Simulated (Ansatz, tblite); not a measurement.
Removing and adding an electron: InGaN2 (the lowest singlet isomer of a short search). Charge 0, multiplicity 1. Geometry: PBE-D4/def2-SVP. Ansatz, gas phase; energy differences of separate SCF runs; the oxidised species was run as a doublet alone; the reduced species was run as a doublet alone.

```xyz
4

Ga   -0.929    1.905   -0.452
In    0.986   -2.022    0.479
N     0.492    0.350    0.147
N    -0.549   -0.234   -0.175
```

In the def2 sets In takes a core potential; there is no spin–orbit coupling. The xTB rows come from tblite. The structure comes from a short search, and lower isomers may exist.

```csv
level,−HOMO (eV),vertical IE (eV),−LUMO (eV),vertical EA (eV),HOMO–LUMO gap (eV),IE − EA (eV),remarks
GFN1-xTB,6.94,9.85,6.00,3.44,0.95,6.40,–
GFN2-xTB,6.77,10.35,6.46,2.86,0.31,7.50,–
PBE-D4/def2-TZVP,3.74,6.34,2.30,–,1.45,–,–
PBE-D4/def2-TZVPD,3.75,–,2.30,0.36,1.45,–,HOMO above zero (-1 doublet)
r2SCAN-D4/def2-TZVP,3.91,6.32,2.14,–,1.77,–,–
r2SCAN-D4/def2-TZVPD,3.91,–,2.13,0.44,1.77,–,HOMO above zero (-1 doublet)
PBE0-D4/def2-TZVP,4.56,6.18,1.62,–,2.93,–,–
PBE0-D4/def2-TZVPD,4.56,–,1.63,0.33,2.93,–,HOMO above zero (-1 doublet)
```

   A HOMO above zero means that the electron is unbound at that level or that self-interaction error raises the level; the energy of removing that electron tells which. Raw xTB energy differences between charge states are shifted by several eV; the methods need an empirical correction for them.
